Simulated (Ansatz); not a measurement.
Molecule: sum formula H6BSiO3 (charge +1, singlet). It need not be the lowest isomer of its formula. 
Coordinates optimised at B3LYP-D3(BJ)/def2-TZVP (Ansatz, a first-principles code):
SMILES: [SiH3]OB(O)[OH2+]
```xyz
11

O      1.1143     1.5385    -0.3677
B      0.8300     0.2796    -0.0510
O      2.1263    -0.4579     0.1717
O     -0.2168    -0.4843     0.1191
Si    -1.9231    -0.4102     0.0569
H      0.3959     2.1572    -0.5451
H      2.9922    -0.0247     0.0821
H      2.1498    -1.3980     0.4142
H     -2.2541     0.9804    -0.3093
H     -2.3807    -0.7637     1.4065
H     -2.3205    -1.3765    -0.9747
```
Charge +1, spin multiplicity 1.

Basis-set convergence of Hartree-Fock and CCSD correlation energies (hartree) with Ansatz. Correlated levels leave the core frozen unless marked. No spin-orbit coupling. No relativistic terms.

| basis | functions | E(HF) | E(corr, CCSD) |
|---|---|---|---|
| cc-pV(D+d)Z | 109 | -541.65578 | -0.77153 |
| cc-pV(T+d)Z | 243 | -541.76134 | -0.95694 |
| cc-pV(Q+d)Z | 464 | -541.78518 | -1.02036 |

Extrapolating the two largest sets (X = 3 and 4) as X^-3: E(corr) = (64·(-1.02036) - 27·(-0.95694))/37 = -1.0666 Eh, an estimate of the basis-set limit. The largest set recovers 95.7 % of it, the smallest 72.3 %.
